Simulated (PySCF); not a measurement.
## Co (cobalt, neutral) across methods

[Ar] 3d6 4s2 5s1, high-spin 6D determinant (an excited configuration). All numbers are calculated (PySCF 2.14, the non-relativistic Hamiltonian (point nucleus), in dyall-av2z (16s12p7d2f, 101 functions)).

```csv
method,E (hartree),mean ε 4s α (eV),mean ε 4s β (eV),mean ε 5s α (eV),Σ⟨r²⟩ (bohr²),⟨S²⟩
LDA,-1379.740,-11.235,-10.364,-1.767,99.72,8.752
MN15,-1382.690,-12.368,-11.533,-1.965,97.30,8.751
PBE,-1382.071,-11.048,-10.154,-1.775,103.1,8.753
UHF,-1381.09108,-13.677,-12.596,-2.553,110.2,8.756
r2SCAN0,-1382.286,-11.965,-11.139,-1.997,103.4,8.756
PBE0,-1382.108,-11.902,-11.005,-2.044,105.1,8.753
HSE06,-1382.120,-11.605,-10.658,-1.790,104.8,8.753
r2SCAN,-1382.298,-11.179,-10.378,-1.751,103.4,8.756
```

(1) Estimate the same row for B97-3.

The outer electron is Rydberg-like, and this basis confines it to a smaller radius and binds it less than a complete one would.

## Answers

(1) E (hartree) = -1382.192; mean ε 4s α (eV) = -11.713; mean ε 4s β (eV) = -11.039; mean ε 5s α (eV) = -1.964; Σ⟨r²⟩ (bohr²) = 105.5; ⟨S²⟩ = 8.753.
